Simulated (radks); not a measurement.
All-electron atom: Ho14+ in [Kr] 4d10 4f6 5s1. All-electron calculation, non-relativistic Kohn-Sham, LDA (Slater exchange, Perdew-Wang correlation), spin-unpolarised, spherical densities, point nucleus; relativity is left out, which matters for an element this heavy. Program: a radial shooting solver on a logarithmic mesh with Libxc functionals.

X-ray form factor f0, the Fourier transform of the density (f0(0) = 53):

| sin(theta)/lambda (1/angstrom) | f0 (electrons) |
|---|---|
| 0.05 | 52.786 |
| 0.1 | 52.156 |
| 0.15 | 51.137 |
| 0.2 | 49.775 |
| 0.25 | 48.127 |
| 0.3 | 46.254 |
| 0.4 | 42.096 |
| 0.5 | 37.770 |
| 0.6 | 33.628 |
| 0.8 | 26.658 |
| 1 | 21.743 |
| 1.25 | 17.910 |
| 1.5 | 15.514 |
| 2 | 11.941 |
